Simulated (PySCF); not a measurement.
Excitations are Tamm–Dancoff values on a coarser integration grid. The basis has no diffuse functions, so Rydberg states are missing or too high.

Z-matrix (Å, degrees):
```
C
O 1 1.3775
C 2 1.3854 1 109.43
O 3 1.1906 2 122.11 1 -180.00
C 1 1.3919 2 124.20 3 -180.00
H 5 1.0906 1 121.25 2 0.00
C 5 1.3955 6 122.83 1 180.00
C 1 1.4013 2 112.31 3 0.00
C 8 1.3955 1 120.60 2 180.00
H 9 1.0906 8 122.83 1 -180.00
C 9 1.3919 10 121.25 8 180.00
O 11 1.3775 9 124.20 10 0.01
C 12 1.3854 11 109.43 9 -179.99
O 13 1.1906 12 122.11 11 -179.99
C 7 1.4995 5 132.42 6 -0.01
H 15 1.1024 7 114.29 5 61.85
H 15 1.1024 16 106.97 13 -117.92
C 8 1.4995 9 132.42 10 0.00
H 18 1.1024 8 114.29 9 -61.85
H 18 1.1024 19 106.97 3 117.92
```
Charge 0, multiplicity 1.

What S1–T1 gap (TDA), T1 excitation (TDA) and S1 oscillator strength does ωB97X-D3(BJ)/def2-SVP // B3LYP-D3(BJ)/def2-SVP (PySCF) give?


```
Quantity                 Result
----------------------  -------
S1–T1 gap (TDA)         1.17 eV
T1 excitation (TDA)     3.90 eV
S1 oscillator strength    0.072
```
